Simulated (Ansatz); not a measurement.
An input meant for the cluster HfAl6⁻ (charge -1, doublet).

```yaml
crystal:
  periodic: [false, false, false]
  atoms:
    - {symbol: Hf, position_ang: [0.058499, -1.012571, 0.528645]}
    - {symbol: Al, position_ang: [-0.552412, 1.377497, -0.421620]}
    - {symbol: Al, position_ang: [0.125137, -0.167326, -0.950341]}
    - {symbol: Al, position_ang: [-0.772984, 0.395521, 1.015029]}
    - {symbol: Al, position_ang: [-1.429274, -0.315809, -0.243126]}
    - {symbol: Al, position_ang: [1.700595, -0.821059, -0.348216]}
    - {symbol: Al, position_ang: [0.719863, 0.646587, 0.391011]}
basis:
  gaussian: {orbitals: def2-TZVPD, fitting: {mean_field: def2-universal-jkfit}}
total_charge: -1
magnetization: {spin_polarized: true, initial_magnetization: 1}
hamiltonian: {xc: {name: PBE0}, dispersion: d3bj}
scf: {omitted_lower_state_checks: [starts]}
output: {forces: true}
```

```sh
$ ansatz run in.yaml --threads 4 --pin off --events-out ev --progress --plain --max-ram 8704MiB
```

Shortened log:

```
Functional definition: PBE0
995 factors; integrals over basis functions are off by at most 9.1e-2 eV
mean field evaluation 1: about -40703.6081 eV, gradient 1.4e2 eV
mean field evaluation 2: about -39966.6140 eV, gradient 3.3e2 eV
mean field evaluation 4: about -40766.8614 eV, gradient 7.0e1 eV
mean field evaluation 8: about -40792.3582 eV, gradient 2.1e0 eV
mean field evaluation 16: about -40792.5548 eV, gradient 1.8e-1 eV
mean field -40792.56881764 eV, -1499.0992538522 hartree, gradient 5.7e-6 eV, S^2 0.762062; 0 other end points of the search recorded, 0 dependent functions left out
reference -40792.56884617 eV, -1499.0992549004 hartree; 46, 45 occupied and 255, 256 virtual orbitals, 995 factors
Total energy: -40793.00658098 eV, -1499.1153413580 hartree
Atom 0 at     0.058499    -1.012571     0.528645 Å, force     8.212427   -63.800445    31.889292 eV/Å
Atom 1 at    -0.552412     1.377497    -0.421620 Å, force   -14.905867    37.248187   -18.654734 eV/Å
Atom 2 at     0.125137    -0.167326    -0.950341 Å, force     4.336229    -1.807065   -55.896711 eV/Å
Atom 3 at    -0.772984     0.395521     1.015029 Å, force   -25.327633    22.030202    49.922677 eV/Å
Atom 4 at    -1.429274    -0.315809    -0.243126 Å, force   -47.152048   -13.593245   -20.492195 eV/Å
Atom 5 at     1.700595    -0.821059    -0.348216 Å, force    28.959567   -11.237046    -5.389068 eV/Å
Atom 6 at     0.719863     0.646587     0.391011 Å, force    45.877326    31.159413    18.620740 eV/Å
Dipole moment:     0.171040    -0.019224     0.224316 e Å
Checks for a lower state left out: starts
```

(1) What is wrong with this run?

## Answers

(1) The geometry is squeezed to about two thirds of its size. The calculation finished and met its thresholds. The result belongs to that input, not to the species as meant.
